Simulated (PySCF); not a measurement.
PySCF input file for ZnCl, SMILES [Cl][Zn+], charge +1, PBE0-D3(BJ)/def2-TZVP. Coordinates come from a PBE0-D3(BJ)/def2-TZVP optimisation. The multiplicity is an assumed one; other spin states were not compared.

```python
import numpy as np
from pyscf import gto, scf, dft
from pyscf.hessian import thermo

mol = gto.M(
    atom='''
    Zn    0.00000000    0.00000000   -0.74301378
    Cl    0.00000000    0.00000000    1.31120079
    ''',
    basis='def2-TZVP',
    charge=1,
    spin=0,
    max_memory=1600,
    verbose=3,
)
mf = dft.RKS(mol, xc='pbe0').density_fit(auxbasis='def2-universal-jkfit')
mf.disp = 'd3bj'
mf.grids.level = 3
mf.conv_tol = 1e-11
mf.max_cycle = 100
mf.kernel()

# analytic Hessian; the response equations are solved on a coarser grid
h, args, fine = mf.Hessian(), (mf.mo_energy, mf.mo_coeff, mf.mo_occ), mf.grids
h1ao = h.make_h1(mf.mo_coeff, mf.mo_occ)
mf.grids = dft.Grids(mol).set(level=1).build(with_non0tab=True)
mo1, mo_e1 = h.solve_mo1(*args, h1ao)
mf.grids = fine
hess = h.hess_elec(*args, mo1, mo_e1, h1ao) + h.hess_nuc()
if mf.do_disp():
    hess += h.get_dispersion()
for i in range(mol.natm):  # the analytic DFT Hessian lacks the response of the grid: restore translational invariance
    hess[i, i] -= hess[i].sum(axis=0)
hess = (hess + hess.transpose(1, 0, 3, 2)) / 2
vib = thermo.harmonic_analysis(mol, hess, imaginary_freq=False)
thermo.dump_normal_mode(mol, vib)
th = thermo.thermo(mf, vib['freq_au'][vib['freq_au'] > 0], 298.15, 101325)
thermo.dump_thermo(mol, th)
g0 = mf.nuc_grad_method().set(verbose=0).kernel()

# dipole derivatives [dipole axis, atom, xyz] from the same response
r, irp = mol.intor('int1e_r'), mol.intor('int1e_irp').reshape(3, 3, mol.nao, mol.nao)
sl, dm0, ok = mol.aoslice_by_atom(), np.array(mf.make_rdm1()), []
dmu = np.einsum('a,xt->xat', mol.atom_charges(), np.eye(3))
for a, (_, _, p0, p1) in enumerate(sl):
    dmu[:, a] += 2 * np.einsum('xtij,ij->xt', irp[:, :, :, p0:p1], dm0.reshape(-1, mol.nao, mol.nao).sum(0)[:, p0:p1])
    for u, c, occ, f in [(mo1, mf.mo_coeff, mf.mo_occ, 4)]:
        dmu[:, a] -= f * np.einsum('tui,xuv,vi->xt', u[a], r, c[:, occ > 0], optimize=True)
L = vib['norm_mode']
ir = 974.8801 * (np.einsum('xat,kat->kx', dmu, L) ** 2).sum(1)       # km/mol
apt = np.einsum('xax->a', dmu) / 3

# polarisability derivatives from nuclear gradients in small electric fields
h0, F = mf.get_hcore(), 0.005
def in_field(f, guess):
    m = mf.copy()
    m.verbose, m.conv_tol, m.conv_tol_grad = 0, 1e-11, 2e-7
    m.get_hcore = lambda *a: h0 + np.einsum('x,xij->ij', f, r)
    m.kernel(guess)
    ok.append(m.converged)
    dm = np.array(m.make_rdm1())
    g = m.nuc_grad_method().kernel() - np.outer(mol.atom_charges(), f)
    for a, (_, _, p0, p1) in enumerate(sl):
        g[a] -= 2 * np.einsum('x,xtij,ij->t', f, irp[:, :, :, p0:p1], dm[:, p0:p1])
    return g, -np.einsum('xij,ij->x', r, dm), dm
E = np.eye(3) * F
g0, _, dm0 = in_field(np.zeros(3), dm0)
gp = [in_field(e, dm0) for e in E]
gm = [in_field(-e, 2 * dm0 - p[2]) for e, p in zip(E, gp)]
alpha = np.array([(p[1] - q[1]) / (2 * F) for p, q in zip(gp, gm)])  # bohr^3
check = abs(np.array([-(p[0] - q[0]) / (2 * F) for p, q in zip(gp, gm)]) - dmu).max()
print('static polarisability / bohr^3:', alpha.round(3))
print('largest difference of analytic and finite-field dipole derivatives / e:', check)
da = np.zeros((3, 3, mol.natm, 3))
for x in range(3):
    da[x, x] = -(gp[x][0] + gm[x][0] - 2 * g0) / F**2
for x, y in ((0, 1), (0, 2), (1, 2)):
    up, down = in_field(E[x] + E[y], gp[x][2] + gp[y][2] - dm0), in_field(-E[x] - E[y], gm[x][2] + gm[y][2] - dm0)
    both = -(up[0] + down[0] - 2 * g0) / F**2
    da[x, y] = da[y, x] = (both - da[x, x] - da[y, y]) / 2
aq = np.einsum('xyat,kat->kxy', da, L) * 0.529177210903**2           # A^2/amu^1/2
a = np.einsum('kxx->k', aq) / 3
g2 = 1.5 * (aq**2).sum((1, 2)) - 4.5 * a**2
raman, depol = 45 * a**2 + 7 * g2, 3 * g2 / (45 * a**2 + 4 * g2 + 1e-12)
print('mode   freq/cm-1   IR/(km/mol)   Raman/(A^4/amu)   depolarisation')
for k, w in enumerate(vib['freq_wavenumber']):
    print(f'{k + 1:4d} {w:11.2f} {ir[k]:13.3f} {raman[k]:17.3f} {depol[k]:16.3f}')
print('max |gradient| / (hartree/bohr):', abs(g0).max())
print('APT charges:', apt.round(4))
```

Log of the run:

```
converged SCF energy = -2238.90278251432

WARN: DFTD3 does not support analytical Hessian, using finite difference


WARN: Mole.unit (angstrom) is changed to Bohr

Mode                                 0
Irrep
Freq [cm^-1]                      460.2145
Reduced mass [au]                  42.2501
Force const [Dyne/A]                5.2723
Char temp [K]                     662.1462
Normal mode                   x     y     z
       0  Zn                 0.00  0.00 -0.07
       1  Cl                 0.00  0.00  0.14
temperature 298.1500 [K]
pressure 101325.00 [Pa]
Rotational constants [GHz] inf 5.21020 5.21020
Symmetry number 1
Zero-point energy (ZPE) 0.00105 [Eh]   2752.694 [J/mol]
                           tot       elec      trans        rot        vib
Entropy [J/mol/K]       236.697      0.000    166.283     67.212      3.203
Cv [J/mol/K]             26.386      0.000     12.472      8.314      5.599
Cp [J/mol/K]             34.700      0.000     20.786      8.314      5.599
Internal energy [J/mol]                      3718.434   2478.956   3422.844
Internal energy [Eh]   -2238.89912  -2238.90278
Enthalpy [J/mol]                             6197.391   2478.956   3422.844
Enthalpy [Eh]          -2238.89817
Gibbs free energy [J/mol]                  -43379.935 -17560.159   2467.939
Gibbs free energy [Eh] -2238.92505
static polarisability / bohr^3: [[20.557  0.     0.   ]
 [ 0.    20.557  0.   ]
 [ 0.     0.    41.759]]
largest difference of analytic and finite-field dipole derivatives / e: 0.001299720092092893
mode   freq/cm-1   IR/(km/mol)   Raman/(A^4/amu)   depolarisation
   1      460.21        10.367            18.006            0.219
max |gradient| / (hartree/bohr): 2.5417746891924262e-05
APT charges: [ 1.174 -0.174]
```

The run converged.
